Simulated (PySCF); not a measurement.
## Frontier levels across methods

Species: C3H7FOSi.
Z-matrix (Å and degrees, PBE0-D3(BJ)/def2-SVP geometry), rows numbered from 1:
```
C 
Si  1  1.8583
O   2  1.6983  1  115.44
C   3  1.4337  2   94.58  1  -113.13
C   4  1.5403  3  102.45  2    -0.23
F   5  1.3796  2  114.92  1     1.28
H   1  1.1002  2  109.51  3    62.80
H   1  1.1013  2  111.07  3   -57.44
H   1  1.1015  2  110.78  3  -177.50
H   2  1.4936  1  111.92  3   130.37
H   4  1.1041  3  111.48  2   117.57
H   4  1.1040  3  110.35  2  -121.58
H   5  1.1013  2  121.12  1  -132.48
```

Basis pcSseg-1 throughout (PySCF), one geometry. Isolated species at its PBE0-D3(BJ)/def2-SVP geometry, gas phase.

Task: How do the orbital energies, the gap and the dipole change with the method?

Result: 
```tsv
method	kind	HOMO (eV)	LUMO (eV)	gap (eV)	μ (D)	SCF cycles
BLYP	GGA	-6.23	-0.51	5.72	1.13	15
OPBE	GGA	-6.33	-0.47	5.86	1.09	16
PBE	GGA	-6.33	-0.66	5.68	1.11	15
B97-D	GGA	-6.38	-0.49	5.89	1.15	15
LDA	LDA	-6.46	-0.91	5.55	1.14	15
BP86	GGA	-6.46	-0.70	5.75	1.11	15
KT2	GGA	-6.47	-0.81	5.66	1.12	16
KT3	GGA	-6.50	-0.69	5.80	1.13	16
B97-2	global hybrid	-7.60	0.26	7.86	1.23	13
B3LYP	global hybrid	-7.62	0.04	7.66	1.24	14
PBE0	global hybrid	-7.86	0.25	8.10	1.23	13
mPW1PW91	global hybrid	-7.90	0.26	8.16	1.24	13
BHandHLYP	global hybrid	-9.25	1.20	10.46	1.37	12
CAM-B3LYP	range-separated hybrid	-9.27	1.32	10.58	1.29	13
wB97X-D	range-separated hybrid	-9.77	2.07	11.84	1.27	14
LC-wPBE	range-separated hybrid	-10.60	2.52	13.12	1.29	14
HF	Hartree–Fock	-11.30	3.62	14.93	1.50	10
```

The HOMO spans 5.07 eV, from BLYP down to HF, and the gap runs from 5.55 eV (LDA) to 14.93 eV (HF). Over the methods BLYP (0 %), OPBE (0 %), PBE (0 %), B97-D (0 %), LDA (0 %), BP86 (0 %), KT2 (0 %), KT3 (0 %), B97-2 (21 %), B3LYP (20 %), PBE0 (25 %), mPW1PW91 (25 %), BHandHLYP (50 %), HF (100 %), a straight line through the gap against the share of exact exchange rises by 0.93 eV for each 10 % (correlation coefficient 0.999). The dipole ranges from 1.09 D (OPBE) to 1.50 D (HF). This basis has no diffuse functions.
